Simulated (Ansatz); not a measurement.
Cost and result for the atomization energy of `FC[CH2][GeH2][F]` (11 atoms, 10 bonds).

| atom | x (Å) | y (Å) | z (Å) |
| --- | --- | --- | --- |
| F1 | 1.6274 | -2.0022 | -0.3920 |
| C2 | 0.4906 | -1.3090 | -0.0048 |
| C3 | 0.6303 | 0.1485 | -0.3548 |
| Ge4 | -0.9352 | 1.1927 | 0.1497 |
| F5 | -1.1243 | 0.9690 | 1.8725 |
| H6 | 0.3697 | -1.4515 | 1.0725 |
| H7 | -0.3597 | -1.7686 | -0.5189 |
| H8 | 1.4970 | 0.5791 | 0.1531 |
| H9 | 0.7827 | 0.2673 | -1.4321 |
| H10 | -2.2403 | 0.6758 | -0.4769 |
| H11 | -0.7383 | 2.6990 | -0.0684 |

Charge 0, multiplicity 1. Correlated methods include outer-core shells of Ge, which these sets cover unevenly. Scalar relativity is left out up to krypton. All single points use the PBE0-D4/def2-TZVP geometry. It is one conformer, not always the lowest. Program: Ansatz. All runs use 4 threads of an Arm Neoverse V1 on a shared host. Times are those of one run each, without the atoms' runs, and a repeat can differ threefold. Electronic energies, without spin–orbit coupling; frozen cores. CCSD(T)/CBS adds CCSD(T) − MP2 in def2-TZVPP to the MP2 limit, and its time is that of the two runs behind it. T1 = 0.011. With those shells the extrapolation isn't a true limit. B3LYP takes the VWN-RPA correlation (the form of Gaussian; ORCA's B3LYP/G).

CCSD(T)/CBS is a level of theory with its own doubt, some kJ/mol a heavy atom from the limit and from the frozen cores, so smaller differences don't rank the functionals.

```csv
level,functions,wall time,atomization (kcal/mol),difference from CCSD(T)/CBS,per bond
PBE-D4/def2-TZVPP (with forces),256,2.9 s,954.8,11.8,1.2
PBE0-D4/def2-TZVPP,256,3.7 s,937.9,-5.1,-0.5
r2SCAN-D4/def2-TZVPP (with forces),256,6 s,942.2,-0.8,-0.1
B3LYP-D4/def2-TZVPP (with forces),256,6 s,935.8,-7.2,-0.7
B2PLYP/def2-TZVPP,256,6.5 s,929.9,-13.1,-1.3
ωB97X-V/def2-TZVPP,256,9 s,944.0,1.0,0.1
ωB97M-V/def2-TZVPP (with forces),256,14 s,939.2,-3.8,-0.4
MP2/def2-QZVPP,497,39 s,949.1,6.1,0.6
CCSD(T)/def2-TZVPP,256,5.7 min,922.4,-20.6,-2.1
CCSD(T)/CBS(def2),–,6.3 min,943.0,0.0,0.0
```

The D4 term adds +7.2 kcal/mol with B3LYP and +3.7 kcal/mol with PBE0; it sums over pairs of atoms, weighted by their polarisabilities, and B3LYP, whose exchange is more repulsive, gets the larger term. From PBE to PBE0 (25 % exact exchange), in def2-TZVPP and without D4, the atomization energy moves by −16.2 kcal/mol: exact exchange takes away binding that semilocal exchange gives to molecules. In def2-TZVPP, CCSD(T) changes the Hartree–Fock value by +232.2 kcal/mol (the triples alone add +12.8 kcal/mol) and MP2 by +246.7 kcal/mol; breaking electron pairs costs correlation energy, which Hartree–Fock lacks.
